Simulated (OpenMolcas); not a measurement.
O2+: CASPT2 settings compared

```
Program             : OpenMolcas
Basis               : ANO-RCC-VDZ [3s2p]
Scalar Hamiltonian  : X2C, point nucleus
Active space        : 4 electrons in 4 orbitals (2s 2p)
State averaging     : 2S+1 = 3 even, 3 roots; 2S+1 = 1 even, 6 roots kept (CI in the orbitals of an earlier block); 2S+1 = 5 odd, 1 root; 2S+1 = 3 odd, 8 roots kept (CI in the orbitals of an earlier block)
Spin-orbit coupling : RASSI with atomic mean-field integrals over the reference wave functions, term energies averaged over their components
```

Methods on the same reference wave functions:
A. CASSCF
B. SS-CASPT2, IPEA 0.3 Eh, no level shift (closed shells correlated: 1s)
C. SS-CASPT2, IPEA 0.75 Eh, no level shift (closed shells correlated: 1s)
D. SS-CASPT2, IPEA 0.6 Eh, sigma1 regulariser 0.3 Eh (closed shells correlated: none)

Energies in eV above 2s2 2p2 3P0, the measured ground level; measured values from Moore, Selected Tables of Atomic Spectra, NSRDS-NBS 3, section 11.

```csv
Level,A,B,C,D,Measured
2s2 2p2 3P0,0.0000,0.0000,0.0000,0.0000,0.0000
2s2 2p2 3P1,0.0126,0.0126,0.0126,0.0126,0.0140
2s2 2p2 3P2,0.0372,0.0372,0.0372,0.0372,
2s2 2p2 1D2,2.7619,2.792,2.783,2.784,2.5136
2s2 2p2 1S0,4.9646,4.880,4.886,4.884,5.3543
2s 2p3 5S* 2,6.2083,6.326,6.317,6.320,7.4793
2s 2p3 3D* 2,15.3347,15.338,15.338,15.342,
2s 2p3 3D* 1,15.3348,15.338,15.338,15.342,
2s 2p3 3D* 3,15.3349,15.338,15.338,15.342,
2s 2p3 3P* 0,18.0772,17.914,17.929,17.937,
2s 2p3 3P* 1,18.0773,17.914,17.929,17.937,
2s 2p3 3P* 2,18.0774,17.914,17.929,17.938,
```

Deviations, from unrounded energies. A percentage is the sum of absolute deviations over the sum of measured energies, with the sign that they share, or ± where signs differ.

```csv
Against measurement,Levels,A,B,C,D
mean absolute deviation (cm-1),4,3900,3800,3800,3800
fine structure of the ground term (%),1,-10.2,-10.1,-10.1,-10.1
other terms of the ground configuration (%),2,±8.1,±9.6,±9.4,±9.4
other configurations (%),1,-17.0,-15.4,-15.5,-15.5
```

A, B, C, D lie about equally close to measurement. The largest miss of D in the table is 2s 2p3 5S* 2, by -9300 cm-1. The ranking rests on the paired levels alone, and a cruder setting can come out closer through cancelling errors.

Among B to D the level of the table that moves most is 2s 2p3 3P* 0, by 190 cm-1 (lowest in B, highest in D). Moves below CASPT2's spread within the term are not significant.

The mean deviations of B to D differ by less than CASPT2's widest spread within a term (19 cm-1), so their order carries little weight.

From A to B the spin-free energies of the other terms of 2s2 2p2 shown, above 3P, scale by factors of 0.98 to 1.01.

The lowest spin-free term lies below A's lowest term by 0.007 hartree in B, 0.007 hartree in C, 0.006 hartree in D.

Term energies are means over components that CASPT2 splits; among the terms shown or strongly mixed into the levels shown the widest spread is 19 cm-1 (2s 2p3 3P*, C). Terms from blocks run as CI alone lack orbitals of their own. Computed and measured levels are paired by configuration, term and J; levels that our copy of the source lacks, or whose pairing is in doubt (as where it misses far off the trend of its configuration), stay unpaired and out of the deviations. Levels of configurations outside the active space are missing.

* marks odd parity.
